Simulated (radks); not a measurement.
Au7+, configuration [Xe] 4f14 5d4. All-electron calculation, Dirac Kohn-Sham, relativistic LDA (MacDonald-Vosko exchange, VWN5 correlation), spin-unpolarised, spherical densities, finite nucleus; open shells fill j = l - 1/2 first; Fermi nuclear charge, rms radius 5.4371 fm. Program: a radial shooting solver on a logarithmic mesh with Libxc functionals.

Normalised radial functions P(r) = r R(r) (large component), r in bohr:

r,5s1/2,4f5/2
0.00169,0.1213,0.0000
0.002236,0.1447,0.0000
0.002958,0.1695,0.0000
0.003883,0.1929,0.0000
0.005138,0.2124,0.0000
0.006798,0.2215,0.0000
0.008995,0.2119,0.0001
0.0119,0.1733,0.0003
0.01562,0.0993,0.0008
0.02067,-0.0175,0.0020
0.02735,-0.1621,0.0053
0.03618,-0.2936,0.0134
0.04788,-0.3413,0.0326
0.06335,-0.2293,0.0752
0.08315,0.0464,0.1589
0.11,0.3750,0.3159
0.1456,0.4789,0.5672
0.1926,0.1477,0.9010
0.2548,-0.4414,1.2392
0.3372,-0.7046,1.4447
0.4426,-0.2495,1.4108
0.5856,0.6472,1.1424
0.7748,1.2281,0.7537
1.025,1.1129,0.3927
1.356,0.6086,0.1535
1.795,0.1995,0.0414
2.356,0.0378,0.0072
3.117,0.0032,0.0006
4.124,0.0001,0.0000

5s1/2: eigenvalue -212.65 eV, 4 radial nodes at r = 0.0199, 0.0800, 0.207, 0.480 bohr, <r> = 0.912 bohr, 90 % of the charge inside 1.30 bohr. 4f5/2: eigenvalue -191.45 eV, 0 radial nodes, <r> = 0.492 bohr, 90 % of the charge inside 0.789 bohr.
